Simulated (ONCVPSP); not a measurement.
**Sn (Z = 50): variants of one ONCV potential**

Base potential:

tin (Sn), optimised norm-conserving Vanderbilt (ONCV), made with ONCVPSP 4.0.1 (PBEsol, scalar-relativistic). Core [Ar] 3d10, reference 4s2 4p6 4d10 5s2 5p1 (charge +1). Waves: 4s+5s: rc 1.45 bohr, ncon 5, nbas 9, qcut 9.4 1/bohr, 2 projectors; 4p+5p: rc 1.75 bohr, ncon 5, nbas 9, qcut 9.3 1/bohr, 2 projectors; 4d: rc 1.00 bohr, ncon 3, nbas 6, qcut 9.9 1/bohr, local. Local part: the d channel. Core correction: none.

All-electron outer shells of the reference configuration (PBEsol, scalar-relativistic, ld1.x):

| shell | level (eV) | outermost node (bohr) | outermost maximum (bohr) |
| --- | --- | --- | --- |
| 3p | -706.51 | 0.14 | 0.30 |
| 3d | -481.42 | – | 0.25 |
| 4s | -141.76 | 0.40 | 0.74 |
| 4p | -97.58 | 0.41 | 0.79 |
| 4d | -33.78 | 0.39 | 0.88 |
| 5s | -17.88 | 0.98 | 1.99 |
| 5p | -10.28 | 1.08 | 2.43 |

Cutoffs, loose and tight: the cutoffs (Ha) at which the residual kinetic energy of the hardest occupied pseudo-wave falls to 1 and 0.1 mHa per electron. They do not see the model core or the augmentation charge, which bear on the density cutoff. Test errors are all-electron minus pseudo excitation energies from the reference, over the configurations 4s2 4p6 4d10 5s2 5p2; 4s2 4p6 4d10 5s2 5p0; 4s2 4p6 4d10 5s1 5p0; 4s2 4p6 4d10 5s1 5p2. A dash means not determined; rows that change the core or the reference have their own tests.

A true bound ghost makes a file unfit for plane-wave use even where its test errors are small: the radial tests pick states by their node count and pass the ghost by.

```tsv
change	outcome	cutoff, loose	cutoff, tight	bound ghosts	GHOST(+) flags above zero	largest test error (meV)
base	generated	44 Ha	62 Ha	none	s	-10
d: rc 0.74	generated	–	–	none	s	-10
d: nproj 1; local potential polynomial inside 0.65 bohr (lpopt 5, dvloc0 3 Ha)	generated	44 Ha	62 Ha	s	none	-10
s: qcut 5.9; p: qcut 5.8; d: qcut 6.2	generated	–	–	none	s	-12
core correction Teter function, fcfact 4, rcfact 1.2	generated	44 Ha	62 Ha	none	s	-11
```

Q: What comes out with this change to the base: p: rc 1.28?

A: outcome: generated; cutoff, loose: 44 Ha; cutoff, tight: 86 Ha; bound ghosts: none; GHOST(+) flags above zero: s; largest test error (meV): -9.7.

Q: What comes out with this change to the base: s: qcut 13.9?

A: outcome: failed: ERROR pspot: first pseudo wave function has node, program will stop. Cause: the optimised pseudo-wave of the first projector has a node, so the radial equation cannot be inverted for a potential.

Q: What comes out with this change to the base: all radii scaled by about 0.88 (s 1.28, p 1.54, d 0.88 bohr)?

A: outcome: generated; cutoff, loose: 47 Ha; cutoff, tight: 130 Ha; bound ghosts: none; GHOST(+) flags above zero: s; largest test error (meV): -9.4.
